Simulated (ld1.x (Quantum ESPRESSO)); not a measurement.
Transferability test, TM potential for nickel (Ni)

ld1.x (Quantum ESPRESSO) 7.5 input, shortened:

```
&input
   title='Ni', zed=28., rel=1, dft='PZ', iswitch=3,
   config='[Ar] 3d8 4s2 4p0'
 /
 &inputp
   pseudotype=2, tm=.true., lloc=0,
   nlcc=.true.
 /
3
3P  2  1   6.00   0.00  0.80  0.80  0.0
3D  3  2   8.00   0.00  1.05  1.05  0.0
3S  1  0   2.00   0.00  1.25  1.25  0.0
 &test
   configts(1)='3s2 3p6 3d8 4s2 4p0'
 /
```

Occupied shells without a wave of their own: 4s. They enter only through the test configuration that unscreens the potential, and ld1.x also counts them in the model core charge.

Energies are relative to the spin-unpolarised reference configuration 3s2 3p6 3d8 4s2 4p0; without spin polarisation the order of configurations can differ from experiment. Spin-polarised rows fill each open shell by Hund’s rule, majority spin first. Not all tests gave a result: 1 of 9 tests not solved or not reliable. Left out of the table: 3s2 3p6 3d8 4s1 4p0 (spin-polarised) (solver errors, printed error -1.6 eV). The frozen-core shift is the all-electron ΔE with the core orbitals held at their reference shape minus the fully relaxed ΔE.

ld1.x takes every shell without a wave as core, so the model core holds the 4s electrons as well and exchange and correlation see them twice. This cancels in the reference configuration, but the file is broken for other ones, and its errors say nothing about a proper core correction.

```
               valence configuration  charge  ΔE all-electron (eV)  error AE − PS (meV)  frozen-core shift (meV)
                 3s2 3p6 3d8 4s1 4p0      +1                 9.601                -1622                     +1.1
                 3s2 3p6 3d8 4s0 4p0      +2                27.260                -4419                     +2.8
                 3s2 3p6 3d7 4s0 4p0      +3                65.058                -6521                     -0.4
                 3s2 3p6 3d8 4s0 4p1      +1                15.374                -2963                     +1.5
               3s2 3p6 3d8 4s1.5 4p0    +0.5                 3.843                 -683                     +0.5
                 3s2 3p6 3d6 4s0 4p0      +4               122.925                -8721                     -4.3
                 3s2 3p6 3d7 4s2 4p1       0                10.656                 +315                     -3.9
3s2 3p6 3d8 4s2 4p0 (spin-polarised)       0                -0.912                  +31                     +1.5
```

Levels in the configuration 3s2 3p6 3d8 4s2 4p0 (spin-polarised):

| level | all-electron (eV) | pseudo (eV) |
| --- | --- | --- |
| 3s up | -111.443 | -111.471 |
| 3p up | -72.177 | -72.252 |
| 3d up | -9.959 | -9.988 |
| 4s up | -6.021 | -7.170 |
| 3s down | -109.317 | -109.272 |
| 3p down | -70.109 | -70.024 |
| 3d down | -8.135 | -8.102 |
| 4s down | -5.697 | -6.789 |

These tests converged, but a pseudo level misses the all-electron one widely, so the file describes the atom poorly there or has found another state: 3s2 3p6 3d8 4s1 4p0: 4s by 2.1 eV; 3s2 3p6 3d8 4s0 4p0: empty 4s by 3.6 eV; 3s2 3p6 3d7 4s0 4p0: empty 4s by 4.9 eV; 3s2 3p6 3d8 4s0 4p1: empty 4s by 2.4 eV; 3s2 3p6 3d6 4s0 4p0: empty 4s by 6.4 eV. A variational frozen-core shift is positive and of second order in the change. This column holds negative values, so the frozen-core run of ld1.x carries numerical noise or an error of first order here, and the column gives no more than the rough size of the effect.

The potential misses its own reference levels by up to 1.1 eV, so it is not fit for use.
